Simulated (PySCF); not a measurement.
H4Cl2GeOSi, SMILES Cl[SiH](Cl)[O][GeH3], singlet at its CAM-B3LYP/def2-SVP optimised geometry (Å):

```
9

Si    -1.6312    -0.6175     0.0000
Cl    -2.3324     1.3200     0.0000
Cl    -2.3417    -1.5417    -1.6968
O     -0.0100    -0.6175     0.0000
Ge     1.3501     0.0822    -0.9306
H     -2.1451    -1.3200     1.1844
H      1.9521     1.1903    -0.0631
H      2.3324    -1.0688    -1.1547
H      0.7973     0.6296    -2.2514
```

Method: PySCF with CAM-B3LYP/def2-TZVP. Cells within 0.4 Å of a nucleus heavier than hydrogen are left out (blank, or x).

Map of the HOMO amplitude (bohr^(-3/2)) on the plane z = 0.0 Å; orbital energy -10.31 eV, overall sign arbitrary:

```
|4444444444444444444444444444444|
|4444444444444444444444444444444|
|4444444444444444444444444444444|
|4444444444444444444444444444444|
|4444444444444444444444444444444|
|4445444444444444444444444444444|
|4555554444444444444444444444444|
|5555554433344444444444444444444|
|5555555422234444444444444444444|
|5556676411233444444433334444444|
|5556787xx0123444444332234444444|
|555679xxx0123444444321133444444|
|5556789642234455544332233444444|
|5556677643344555554433334444444|
|5555666654445666655443344444444|
|5555555554455689865444444444444|
|445555554xx5569x965544444444444|
|444444444xx455xxx44445555544444|
|444444444xx4430x034445555554444|
|4444444444443210134445555555444|
|4444444455444322334445555554444|
|4444444455544433344445555554444|
|4444444555544444444444555544444|
|4444444555544444444444454444444|
|4444444555554444444444444444444|
|4444444555544444444444444444444|
|4444444455444444444444444444444|
|4444444444444444444444444444444|
|4444444444444444444444444444444|
|4444444444444444444444444444444|
|4444444444444444444444444444444|
```
Scale: ten equal steps from -0.153 (start of '0') to 0.160 (end of '9'), in the order '0123456789'; x runs from -4.50 to 4.50, y from -4.50 (bottom) to 4.50 (top).
